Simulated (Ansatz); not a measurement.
Species: sum formula AlCl2F, charge 0, multiplicity 1. 
Coordinates optimised at B3LYP-D3(BJ)/def2-TZVP (Ansatz, a first-principles code):
```
Al
F 1 1.6380
Cl 1 2.0723 2 119.20
Cl 1 2.0723 2 119.20 3 180.00
```

Basis-set convergence of Hartree-Fock and CCSD(T) correlation energies (hartree) with Ansatz. Correlated levels leave the core frozen unless marked. Spin-orbit coupling is left out. No relativistic terms.

```csv
basis,functions,E(HF),"E(corr, CCSD(T))"
cc-pV(D+d)Z,83,-1260.60141,-0.55389
cc-pV(T+d)Z,147,-1260.68321,-0.75192
cc-pV(Q+d)Z,247,-1260.70382,-0.82216
cc-pV(5+d)Z,391,-1260.70769,-0.84646
```

Extrapolating the two largest sets (X = 4 and 5) as X^-3: E(corr) = (125·(-0.84646) - 64·(-0.82216))/61 = -0.8720 Eh, an estimate of the basis-set limit. The largest set recovers 97.1 % of it, the smallest 63.5 %.
